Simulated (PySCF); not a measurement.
Energy landscape of H4Al (anion, charge -1), singlet: flattening of a tetrahedron along the D2d path, bond length relaxed. Scanned: the two opposite H-Al-H angles (109.47 = tetrahedral, 180 = square planar). Other coordinates (Al-H bond length) were minimised at PBE0/def2-TZVP.

Cartesian coordinates as functions of the variables (Å; names that start with a are angles):
```
Al  0  0  0
H  r*sin(a/2)  0  r*cos(a/2)
H  -r*sin(a/2)  0  r*cos(a/2)
H  0  r*sin(a/2)  -r*cos(a/2)
H  0  -r*sin(a/2)  -r*cos(a/2)
```

Computed with: PBE/aug-cc-pVDZ (PySCF); M06-2X/aug-cc-pVDZ (PySCF); MP2 on RHF/aug-cc-pVDZ, 5 core orbitals frozen (PySCF); r2SCAN/aug-cc-pVDZ (PySCF); RHF/aug-cc-pVDZ (PySCF); CCSD(T) on RHF/aug-cc-pVDZ, 5 core orbitals frozen (PySCF).

Energies in kcal/mol, each method relative to its own lowest point.

```json
[
 {"a / °": "90", "PBE": "7.9", "M06-2X": "8.5", "MP2": "8.8", "r2SCAN": "8.4", "RHF": "9.5", "CCSD(T)": "8.5"},
 {"a / °": "95", "PBE": "4.2", "M06-2X": "4.5", "MP2": "4.7", "r2SCAN": "4.5", "RHF": "5.1", "CCSD(T)": "4.5"},
 {"a / °": "100", "PBE": "1.8", "M06-2X": "1.9", "MP2": "2.0", "r2SCAN": "1.9", "RHF": "2.1", "CCSD(T)": "1.9"},
 {"a / °": "105", "PBE": "0.4", "M06-2X": "0.4", "MP2": "0.4", "r2SCAN": "0.4", "RHF": "0.5", "CCSD(T)": "0.4"},
 {"a / °": "109.47", "PBE": "0.0", "M06-2X": "0.0", "MP2": "0.0", "r2SCAN": "0.0", "RHF": "0.0", "CCSD(T)": "0.0"},
 {"a / °": "115", "PBE": "0.6", "M06-2X": "0.6", "MP2": "0.6", "r2SCAN": "0.6", "RHF": "0.7", "CCSD(T)": "0.6"},
 {"a / °": "120", "PBE": "2.0", "M06-2X": "2.1", "MP2": "2.2", "r2SCAN": "2.1", "RHF": "2.4", "CCSD(T)": "2.1"},
 {"a / °": "130", "PBE": "7.2", "M06-2X": "7.6", "MP2": "7.9", "r2SCAN": "7.7", "RHF": "8.5", "CCSD(T)": "7.7"},
 {"a / °": "140", "PBE": "15.1", "M06-2X": "16.0", "MP2": "16.6", "r2SCAN": "16.1", "RHF": "17.6", "CCSD(T)": "16.1"},
 {"a / °": "150", "PBE": "25.1", "M06-2X": "26.4", "MP2": "27.4", "r2SCAN": "26.7", "RHF": "28.8", "CCSD(T)": "26.7"},
 {"a / °": "160", "PBE": "36.2", "M06-2X": "37.8", "MP2": "39.0", "r2SCAN": "38.3", "RHF": "40.5", "CCSD(T)": "38.2"},
 {"a / °": "170", "PBE": "46.4", "M06-2X": "48.0", "MP2": "49.2", "r2SCAN": "48.7", "RHF": "50.2", "CCSD(T)": "48.5"},
 {"a / °": "180", "PBE": "51.2", "M06-2X": "52.8", "MP2": "53.6", "r2SCAN": "53.3", "RHF": "54.3", "CCSD(T)": "53.1"}
]
```
